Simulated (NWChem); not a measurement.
Everything below was run with NWChem. System: H3BN, charge 0, spin multiplicity 2, at a geometry optimised with UB3LYP/def2-SVP. The structure started from a generated list of species. Its SCF solution wasn't tested for a lower state. Level: UHF/6-31G* (spherical d).

The NWChem input:

```
start mol
memory heap 200 mb stack 900 mb global 1100 mb
geometry units angstroms nocenter noautoz
  B      0.686454    -0.102372     0.000000
  N     -0.630134     0.097508     0.000000
  H      1.461679     0.840117     0.000000
  H      1.143972    -1.234408     0.000000
  H     -1.626986     0.223595     0.000000
  symmetry group Cs
end
basis spherical
  * library 6-31g*
end
scf
  uhf
  nopen 1
  maxiter 100
  thresh 1e-7
  semidirect memsize 60000000 filesize 0
  # guess.movecs holds the orbitals of an unrestricted PBE0 run
  vectors input guess.movecs output mol.movecs
end
task scf energy
```

Part of the output:

```
             Northwest Computational Chemistry Package (NWChem) 7.3.0
             --------------------------------------------------------

                                NWChem Input Module
                                -------------------

 Scaling coordinates for geometry "geometry" by  1.889725989
 (inverse scale =  0.529177249)

 Turning off AUTOSYM since
 SYMMETRY directive was detected!

                             Geometry "geometry" -> ""
                             -------------------------

 Output coordinates in angstroms (scale by  1.889725989 to convert to a.u.)

  No.       Tag          Charge          X              Y              Z
 ---- ---------------- ---------- -------------- -------------- --------------
    1 B                    5.0000     0.68645400    -0.10237200     0.00000000
    2 N                    7.0000    -0.63013400     0.09750800     0.00000000
    3 H                    1.0000     1.46167900     0.84011700     0.00000000
    4 H                    1.0000     1.14397200    -1.23440800     0.00000000
    5 H                    1.0000    -1.62698600     0.22359500     0.00000000

 Effective nuclear repulsion energy (a.u.)      26.9901232741

            Nuclear Dipole moment (a.u.)
            ----------------------------
        X                 Y               Z
 ---------------- ---------------- ----------------
    -0.0000056692    -0.0000000000     0.0000000000

      Symmetry information
      --------------------

 Group name             Cs
 Group number              2
 Group order               2
 No. of unique centers     5

      Symmetry unique atoms

     1    2    3    4    5


 Summary of "ao basis" -> "" (spherical)
 ------------------------------------------------------------------------------
       Tag                 Description            Shells   Functions and Types
 ---------------- ------------------------------  ------  ---------------------
 *                           6-31g*                   on all atoms

 Summary of "ao basis" -> "ao basis" (spherical)
 ------------------------------------------------------------------------------
[...]
              MO Center=  6.0D-01, -9.0D-02, -1.7D-14, r^2= 2.4D+00
   Bfn.  Coefficient  Atom+Function         Bfn.  Coefficient  Atom+Function
  ----- ------------  ---------------      ----- ------------  ---------------
     9      0.873198  1 B  pz                23     -0.530810  2 N  pz
     5      0.318811  1 B  pz                19     -0.269684  2 N  pz

 Vector   10  Occ=0.000000D+00  E= 2.410506D-01  Symmetry=a'
              MO Center= -1.8D+00,  2.5D-01,  1.2D-16, r^2= 2.0D+00
   Bfn.  Coefficient  Atom+Function         Bfn.  Coefficient  Atom+Function
  ----- ------------  ---------------      ----- ------------  ---------------
    34      1.888834  5 H  s                 20     -1.480938  2 N  s
    21      0.733823  2 N  px                 7     -0.233224  1 B  px
    17      0.202132  2 N  px

 center of mass
 --------------
 x =  -0.01888001 y =   0.00447121 z =   0.00000000

 moments of inertia (a.u.)
 ------------------
           9.091041824639           7.804969231616           0.000000000000
           7.804969231616          60.297829618453           0.000000000000
           0.000000000000           0.000000000000          69.388871443092

  Mulliken analysis of the total density
  --------------------------------------

    Atom       Charge   Shell Charges
 -----------   ------   -------------------------------------------------------
    1 B    5     4.79   2.00  0.54  1.41  0.37  0.38  0.08
    2 N    7     7.52   2.00  0.79  2.38  0.84  1.49  0.02
    3 H    1     1.05   0.51  0.55
    4 H    1     1.05   0.51  0.55
    5 H    1     0.59   0.48  0.11

  Mulliken analysis of the alpha density
  --------------------------------------

    Atom       Charge   Shell Charges
 -----------   ------   -------------------------------------------------------
    1 B    5     2.24   1.00  0.26  0.65  0.16  0.12  0.05
    2 N    7     4.33   1.00  0.42  1.53  0.44  0.94  0.01
    3 H    1     0.59   0.28  0.31
    4 H    1     0.59   0.28  0.31
    5 H    1     0.26   0.22  0.04

   Mulliken analysis of the beta density
   -------------------------------------

    Atom       Charge   Shell Charges
 -----------   ------   -------------------------------------------------------
    1 B    5     2.55   1.00  0.28  0.77  0.21  0.26  0.03
    2 N    7     3.18   1.00  0.37  0.85  0.40  0.56  0.01
    3 H    1     0.47   0.23  0.24
    4 H    1     0.47   0.23  0.24
    5 H    1     0.33   0.26  0.07

   Mulliken analysis of the spin density
   -------------------------------------

    Atom       Charge   Shell Charges
 -----------   ------   -------------------------------------------------------
    1 B    5    -0.32  -0.00 -0.02 -0.12 -0.06 -0.14  0.02
    2 N    7     1.15   0.00  0.05  0.68  0.04  0.38 -0.01
    3 H    1     0.12   0.05  0.07
    4 H    1     0.12   0.05  0.08
    5 H    1    -0.07  -0.04 -0.03

       Multipole analysis of the density wrt the origin
       ------------------------------------------------

     L   x y z        total         alpha         beta         nuclear
     -   - - -        -----         -----         ----         -------
     0   0 0 0     -0.000000     -8.000000     -7.000000     15.000000

     1   1 0 0     -0.739441      0.097119     -0.836554     -0.000006
     1   0 1 0      0.099390     -0.028026      0.127416     -0.000000
     1   0 0 1     -0.000000     -0.000000     -0.000000      0.000000

     2   2 0 0     -7.863651    -25.316852    -22.642132     40.095333
     2   1 1 0     -0.362112      2.264885      2.120386     -4.747383
     2   1 0 1     -0.000000     -0.000000     -0.000000      0.000000
     2   0 2 0    -10.533578    -10.600317     -8.498492      8.565231
     2   0 1 1      0.000000      0.000000      0.000000      0.000000
     2   0 0 2    -10.181973     -5.198514     -4.983459      0.000000

 Task  times  cpu:        0.2s     wall:        0.2s

 Total times  cpu:        0.3s     wall:        0.3s
```
